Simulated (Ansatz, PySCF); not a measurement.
Species: C₂H₆AlCl, net charge 0, singlet state. 
Geometry from a B3LYP-D3(BJ)/def2-TZVP (Ansatz, a quantum-chemistry and plane-wave program) optimisation:
```
Al
C 1 1.9459
H 2 1.0919 1 112.62
H 2 1.0935 3 108.18 1 -122.81
H 2 1.0939 3 107.97 4 -114.83
C 1 1.9459 2 127.06 3 2.94
H 6 1.0919 1 112.62 2 1.79
H 6 1.0936 7 108.15 1 -122.72
H 6 1.0939 7 108.02 8 -114.83
Cl 1 2.1226 2 116.48 3 -177.09
```
Charge 0, spin multiplicity 1.

Total electronic energies in hartree. Correlated levels leave the core frozen unless marked. Spin-orbit coupling is left out. Non-relativistic. CBS(X,Y): correlation extrapolated as X^-3; Hartree-Fock from the larger set. [CCSD(T)-MP2]/basis is that difference in the basis named.

```tsv
level	program	energy (Eh)
HF/cc-pVTZ	Ansatz	-780.79986
RI-HF/aug-cc-pV(Q+d)Z	Ansatz	-780.81392
revPBE-D4/def2-TZVPD	Ansatz + dftd4	-782.44836
r2SCAN-D3(BJ)/def2-TZVPD	Ansatz + dftd3	-782.48854
B3LYP/def2-TZVPD	Ansatz	-782.64052
TPSSh/def2-TZVPD	PySCF	-782.63393
HSE06-D3(BJ)/def2-TZVPD	Ansatz + dftd3	-782.21297
B2GP-PLYP/def2-TZVPD	Ansatz	-782.16176
PBE-QIDH/def2-TZVPD	Ansatz	-782.04122
MP2/cc-pVTZ	Ansatz	-781.42399
RI-MP2/CBS(cc-pV(T+d)Z,cc-pV(Q+d)Z)	Ansatz	-781.5207
SCS-MP2/6-31G*	Ansatz	-781.14428
SCS-MP2/cc-pV(D+d)Z	Ansatz	-781.24248
CCSD(T) with core electrons (1s frozen past Ne)/cc-pwCVTZ	Ansatz	-782.13664
RI-MP2/CBS(aug-cc-pV(T+d)Z,aug-cc-pV(Q+d)Z)+[CCSD(T)-MP2]/aug-cc-pV(T+d)Z	Ansatz	-781.5985
```

Totals of different functionals don't rank their quality; only differences between species are comparable.
